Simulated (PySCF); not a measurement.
# Two-component Hartree-Fock for Sb (antimony, neutral)

Start: [Kr] 4d10 5s2 5p3; 5p1/2 filled at m_j = -1/2, +1/2; 5p3/2 filled at m_j = +3/2. Calculated with PySCF 2.14 in x2c-TZVPall-2c with one added diffuse shell each of s, p, d, f type (9s10p6d3f, 90 functions): generalised Hartree-Fock with the X2C-1e Hamiltonian and a Gaussian nucleus; one run each with spin-orbit coupling (SO) switched off, then screened by Boettger's factors.

```
spinor shell  electrons  ε, spin-free (eV)  ε, screened SO (eV)  weight of nominal j (screened SO)  rms radius, screened SO (bohr)
       1s1/2          2           -30644.1             -30641.0                              1.000                          0.0325
       2s1/2          2            -4758.2              -4757.3                              1.000                           0.133
       2p1/2          2            -4264.6              -4439.4                              1.000                           0.115
       2p3/2          4            -4264.6              -4185.2                              1.000                           0.120
       3s1/2          2            -973.54              -973.27                              1.000                           0.352
       3p1/2          2            -808.71              -841.93                              1.000                           0.345
       3d3/2          4            -557.79              -563.53                              1.000                           0.329
       3d5/2          6            -557.79              -553.68                              1.000                           0.332
       4s1/2          2            -176.21              -176.12                              1.000                           0.843
       4p1/2          2            -123.31              -129.49                              1.000                           0.893
       4p3/2          4            -123.31              -120.41                              1.000                           0.922
       4d3/2          4            -43.970              -44.742                              0.990                            1.11
       4d5/2          6            -43.970              -43.352                              0.993                            1.12
       5s1/2          2            -16.899              -16.875                              1.000                            2.45
       5p1/2          2             -9.101               -9.241                              0.596                            3.06
       5p3/2          1             -9.101               -8.825                              1.000                            3.13
```

(1) Where does 3p3/2 lie, and what is the 3p spin-orbit splitting (screened SO)?

```csv
quantity,spin-free,screened SO
E (hartree),-6477.16181,-6478.82598
M_J,3/2,3/2
⟨J²⟩,3.752,3.754
⟨L²⟩,0.000,0.065
⟨S²⟩,3.752,3.706
```

Each row is a mean over spinors that exchange with the open shell spreads, by up to 5.970 eV (5s1/2).

Rows whose weight is well below 1 are mixtures of j = l ± 1/2: exchange outweighs spin-orbit coupling there, and the label is only the starting occupation.

Breit and QED terms are absent; they matter most for the inner s and p1/2 levels.

Densities and radii are taken from the X2C orbitals without a picture-change correction, which distorts them close to the nucleus.

Without spin-orbit coupling the j labels of p, d and f shells carry no meaning; the spin-free column gives the mean over the occupied spinors of each nl shell.

Results:

(1) At -793.47 eV, 48.467 eV above 3p1/2.
